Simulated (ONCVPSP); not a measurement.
## PBE ONCV dataset for N, scalar-relativistic all-electron reference.

The input file (ONCVPSP 4.0.1):

```
# ATOM AND REFERENCE CONFIGURATION
# atsym  z   nc   nv     iexc    psfile
  N 7.00    1    2        4      upf
#
#   n    l    f
    1    0    2.00
    2    0    2.00
    2    1    2.00
#
# PSEUDOPOTENTIAL AND OPTIMIZATION
# lmax
    2
#
#   l,   rc,      ep,       ncon, nbas, qcut
    0    0.70    0.00    4    7   11.70
    1    1.65    0.00    3    7    7.20
    2    1.45    0.38    4    7    5.70
#
# LOCAL POTENTIAL
# lloc, lpopt,  rc(5),   dvloc0
    4    5    0.55   -1.00
#
# VANDERBILT-KLEINMAN-BYLANDER PROJECTORs
# l, nproj, debl
    0    1    3.10
    1    1    0.70
    2    2    0.60
#
# MODEL CORE CHARGE
# icmod, fcfact, rcfact
    3    4.00    1.40
#
# LOG DERIVATIVE ANALYSIS
# epsh1, epsh2, depsh
   -3.00    5.00    0.02
#
# OUTPUT GRID
# rlmax, drl
    6.00    0.01
#
# TEST CONFIGURATIONS
# ncnf
    4
# nvcnf
#   n    l    f
    2
    2    0    2.00
    2    1    3.00
#
    2
    2    0    2.00
    2    1    1.00
#
    2
    2    0    2.00
    2    1    0.00
#
    2
    2    0    2.00
    2    1    2.50
#
```

Command:

```bash
oncvpsp.x < N.dat > N.out
```

The program printed (shortened: citation, most of the input echo, consistency checks and plot data are left out):

```
ONCVPSP  (Optimized Norm-Conservinng Vanderbilt PSeudopotential)
scalar-relativistic version 4.0.1

#   n    l    f        energy (Ha)
    1    0    2.00    -1.4761442E+01
    2    0    2.00    -1.1929640E+00
    2    1    2.00    -7.6027961E-01

Reference configufation results
  iterations    22
  all-electron total energy (Ha)   -5.39535657D+01

Begin loop to  construct optimized pseudo wave functions
and semi-local pseudopoentials for all angular momenta

Calculating optimized projector #   1

 for l=   0

    Fraction of norm inside rc  0.127141
    Optimizing pswf for qcut=  11.72 a_B^-1,  ecut=  68.70 Ha
    Residual kinetic energy error=  1.05D-03 Ha

    Energy error per electron        Cutoff
         Ha          eV             Ha
         0.01000     0.27211       20.39
         0.00100     0.02721       70.07
         0.00010     0.00272      234.23
         0.00001     0.00027      329.89

Calculating optimized projector #   1

 for l=   1

    Fraction of norm inside rc  0.764139
    Optimizing pswf for qcut=   7.20 a_B^-1,  ecut=  25.94 Ha
    Residual kinetic energy error=  1.15D-05 Ha

    Energy error per electron        Cutoff
         Ha          eV             Ha
         0.01000     0.27211       15.20
         0.00100     0.02721       19.53
         0.00010     0.00272       22.84
         0.00001     0.00027       27.71

   Wellstate for l =  2  n =  3
     eigenvalue =   0.3800
     asymptotic potential =   0.8800
     half-point radius =  3.0759

   Wellstate for l =  2  n =  4
     eigenvalue =   0.9800
     asymptotic potential =   1.4800
     half-point radius =  4.1837

Calculating optimized projector #   1

 for l=   2

    Fraction of norm inside rc  0.089467
    Optimizing pswf for qcut=   5.71 a_B^-1,  ecut=  16.29 Ha
    Residual kinetic energy error=  2.54D-04 Ha

    Energy error per electron        Cutoff
         Ha          eV             Ha
         0.01000     0.27211        6.49
         0.00100     0.02721       12.68
         0.00010     0.00272       20.24
         0.00001     0.00027       70.43

Calculating optimized projector #   2

 for l=   2

    Fraction of norm inside rc  0.100029
    Optimizing pswf for qcut=   5.71 a_B^-1,  ecut=  16.29 Ha
    Residual kinetic energy error=  4.39D-04 Ha

    Energy error per electron        Cutoff
         Ha          eV             Ha
         0.01000     0.27211        8.00
         0.00100     0.02721       14.15
         0.00010     0.00272       20.23
         0.00001     0.00027       63.70

Construct Vanderbilt / Kleinmman-Bylander projectors

B matrix Hermiticity error, ll=   2
   1   2    6.8349E-06

  Orthonormal projector coefficients -2.6769E+01 -2.2088E+01

Model core correction analysis
  based on d2Exc/dn_idn_j

d2excae - all-electron derivatives

   -6.184643D-02   -5.526544D-02
   -5.527002D-02   -5.439285D-02

d2excps - pseudofunction derivatives with no core correction

   -6.081658D-02   -5.828658D-02
   -5.828780D-02   -5.768937D-02

rms 2nd derivative error    2.745993E-03

rmatch, rhocmatch    0.4748    4.5643

Teter function model core charge with specified parameters

d2excps - pseudofunction derivatives with core correction

   -5.969323D-02   -5.790236D-02
   -5.790394D-02   -5.710009D-02

rms 2nd derivative error    2.542454E-03

Pseudoatom total energy   -9.117158

Diagnostic tests using Vanderbilt-Kleinman-Bylander pseudopotentials
  1 or more projectors used as specified by nproj input data

   l    rcore       rmatch      e in        delta e   norm test  slope test

   0   0.7004018   0.7216675  -1.1929640   0.0000066   1.0000156   1.0000021

   1   1.6575111   1.7078368  -0.7602796  -0.0000297   0.9999943   0.9999573

   2   1.4531180   1.4972378   0.3800000   0.0000150   1.0000457   1.0000457
   2   1.4531180   1.4972378   0.9800000   0.0000222   1.0000467   1.0000467

 Testing for bound ghosts
   n   l    E NL Schr. Eq   E Basis Diag.   E Cutoff

   1   0       -1.192957       -0.942256    252.20

   2   1       -0.760309       -0.759263     56.19

       2                       -0.587824    120.89  WARNING - GHOST(-)

 Testing for highly-localized positive-energy ghosts
       l    <radius>/rc     E Basis Diag.   E Cutoff

       1        0.823218        2.197240     56.19  WARNING - GHOST(+)

Test configuration 0

   n   l     f        eae           eps        diff
   1   0  2.0000  -14.76144207
   2   0  2.0000   -1.19296401   -1.19295740    6.61D-06
   2   1  2.0000   -0.76027961   -0.76030935   -2.97D-05

    Total energies and differences
      AE_ref= -5.39535657D+01  AE_tst= -5.39535657D+01  dif=  0.00D+00
      PS_ref= -9.11715828D+00  PS_tst= -9.11715828D+00  dif=  1.07D-14
      PSP excitation error= -1.07D-14

Test configuration 1

   n   l     f        eae           eps        diff
   1   0  2.0000  -14.13822183
   2   0  2.0000   -0.68290674   -0.68156595    1.34D-03
   2   1  3.0000   -0.26054783   -0.26154987   -1.00D-03

    Total energies and differences
      AE_ref= -5.39535657D+01  AE_tst= -5.44530351D+01  dif= -4.99D-01
      PS_ref= -9.11715828D+00  PS_tst= -9.61766367D+00  dif= -5.01D-01
      PSP excitation error=  1.04D-03

Test configuration 2

   n   l     f        eae           eps        diff
   1   0  2.0000  -15.57681778
   2   0  2.0000   -1.80659260   -1.80194339    4.65D-03
   2   1  1.0000   -1.37852229   -1.36617271    1.23D-02

    Total energies and differences
      AE_ref= -5.39535657D+01  AE_tst= -5.28932188D+01  dif=  1.06D+00
      PS_ref= -9.11715828D+00  PS_tst= -8.06154690D+00  dif=  1.06D+00
      PSP excitation error=  4.74D-03

Test configuration 3

   n   l     f        eae           eps        diff
   1   0  2.0000  -16.56788995
   2   0  2.0000   -2.50354763   -2.48087726    2.27D-02

    Total energies and differences
      AE_ref= -5.39535657D+01  AE_tst= -5.11629894D+01  dif=  2.79D+00
      PS_ref= -9.11715828D+00  PS_tst= -6.35865678D+00  dif=  2.76D+00
      PSP excitation error=  3.21D-02

Test configuration 4

   n   l     f        eae           eps        diff
   1   0  2.0000  -14.42426517
   2   0  2.0000   -0.92317286   -0.92283118    3.42D-04
   2   1  2.5000   -0.49404580   -0.49534262   -1.30D-03

    Total energies and differences
      AE_ref= -5.39535657D+01  AE_tst= -5.42658563D+01  dif= -3.12D-01
      PS_ref= -9.11715828D+00  PS_tst= -9.42986076D+00  dif= -3.13D-01
      PSP excitation error=  4.12D-04
```

Note: ghosts flagged at negative energy: d at -16.0 eV; GHOST(+) flagged for p at 59.8 eV. A true bound ghost makes a file unfit for plane-wave use.

The run took about 4.5 s on one core of a shared server CPU.
